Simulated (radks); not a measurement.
Task: Radial electron density D(r) = 4 pi r^2 rho(r) of an atom or ion with 15 electrons. Method: scalar-relativistic Kohn-Sham, exchange-only LDA, spin-polarised, spherical densities, finite nucleus; Fermi nuclear charge, rms radius of each element as measured or else 0.836 A^(1/3) + 0.57 fm; computed with a radial shooting solver on a logarithmic mesh with Libxc functionals.

```
   r/bohr * D(r) (the largest magnitude, 18.3, reaches the edge; | marks zero)
 0.003528 |*
 0.004009 |*
 0.004521 | *
 0.005097 | *
 0.005747 |  *
 0.006531 |   *
 0.007364 |   *
 0.008303 |    *
 0.009362 |      *
  0.01064 |       *
    0.012 |         *
  0.01353 |           *
  0.01525 |              *
  0.01733 |                 *
  0.01954 |                    *
  0.02204 |                       *
  0.02484 |                           *
  0.02824 |                                *
  0.03184 |                                    *
   0.0359 |                                         *
  0.04047 |                                             *
    0.046 |                                                 *
  0.05186 |                                                    *
  0.05848 |                                                     *
  0.06593 |                                                      *
  0.07494 |                                                     *
  0.08449 |                                                   *
  0.09526 |                                                *
   0.1074 |                                            *
   0.1221 |                                        *
   0.1376 |                                     *
   0.1552 |                                   *
    0.175 |                                    *
   0.1989 |                                      *
   0.2242 |                                         *
   0.2528 |                                             *
    0.285 |                                                 *
    0.324 |                                                    *
   0.3653 |                                                   *
   0.4118 |                                                *
   0.4643 |                                          *
   0.5278 |                                  *
    0.595 |                          *
   0.6709 |                   *
   0.7564 |             *
   0.8597 |         *
   0.9694 |        *
    1.093 |        *
    1.232 |        *
    1.401 |         *
    1.579 |         *
     1.78 |        *
    2.007 |      *
    2.282 |    *
    2.572 |  *
      2.9 | *
     3.27 |*
    3.717 |*
    4.191 *
    4.725 *
    5.327 *
    6.055 *
    6.827 *
```

What is the nuclear charge?

Result: Z = 16. The innermost maximum, from 1s, lies near gamma/Z bohr with gamma = sqrt(1 - (Z/c)^2) = 0.993, here 0.0621 bohr (found: 0.0659), and its height grows with Z. The density is that of the sulfur ion S+ in [Ne] 3s2 3p3; the configuration itself is not fixed sharply by these data, and Z only to about a unit. D(r) has 3 maxima, at r = 0.0659, 0.340, 1.42 bohr, and minima at 0.164, 1.03 bohr, inside which lie 2.18, 10.40 electrons.
